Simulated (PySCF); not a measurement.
Run record: geometry optimisation, SbMe3, `[CH3][Sb]([CH3])[CH3]`.

Computed with PBE0-D3(BJ)/def2-SVP geometry optimisation, gas phase, def2 core potentials past Kr (PySCF 2.14.0). Start geometry: GFN2-xTB. A driver script takes a list of jobs; this job's settings line and coordinates (Å) are shown.

Input:
```
{"job": {"xc": "PBE0", "basis": "def2-SVP", "d3": "d3bj", "grid": 1, "maxiter": 30, "shake": 0.03, "kind": "geom"}, "charge": 0, "multiplicity": 1}
Sb     0.073750    -0.072010     1.238190
C      1.805560    -0.017790     0.026370
H      2.391230     0.826490     0.284380
H      1.666000     0.079700    -1.028840
H      2.361680    -0.944520     0.171420
C     -0.920520     1.590290     0.041770
H     -0.773720     1.347960    -1.006480
H     -0.390010     2.543440     0.250380
H     -1.967140     1.660820     0.353980
C     -0.918800    -1.578450     0.088110
H     -2.006960    -1.585690     0.260350
H     -0.485360    -2.529640     0.368040
H     -0.805080    -1.372720    -1.025470
```

Output:
```
step   0  E = -359.73994868  max force = 0.029498
step   1  E = -359.74879634  max force = 0.006743
step   2  E = -359.74955253  max force = 0.003775
step   3  E = -359.74966164  max force = 0.001280
step   4  E = -359.74967525  max force = 0.000392
optimisation converged
```

Energies in Eh; «max force» is the largest Cartesian gradient component in Eh/bohr.

Task: How much energy does the optimisation release, in kcal/mol?

Result: E(step 0) − E(last step) = 0.009727 Eh, which is 6.1 kcal/mol.

Task: Give the first gradient maximum in eV/Å.

Result: With 1 Eh/bohr = 51.422 eV/Å, 1.517 eV/Å.

Summary of the converged run: final energy -359.74968 Eh after 4 steps; dipole 0.62 D.

Task: Give the final coordinates.

Result: 0.057 Å rms from the input after alignment:
```
atom  x, y, z in Å
Sb1    0.0279   -0.0077    1.2050
C2     1.8433   -0.0178    0.0132
H3     2.4714    0.8428    0.2842
H4     1.5954    0.0345   -1.0566
H5     2.4111   -0.9386    0.2107
C6    -0.9021    1.5921    0.0688
H7    -0.8210    1.3862   -1.0086
H8    -0.4048    2.5468    0.2941
H9    -1.9638    1.6768    0.3423
C10   -0.9305   -1.5869    0.0619
H11   -2.0084   -1.5963    0.2799
H12   -0.5093   -2.5630    0.3422
H13   -0.7785   -1.4213   -1.0150
```

Task: Estimate the wall time. Hardware: one thread, Intel Xeon 6975P-C (x86_64) (shared host). And the peak memory of the process?

Result: About 19 s, with 0.45 GiB resident at the peak, the Python interpreter and its libraries included.
Labels such as C1 count atoms from 1, the log's own numbers from 0.
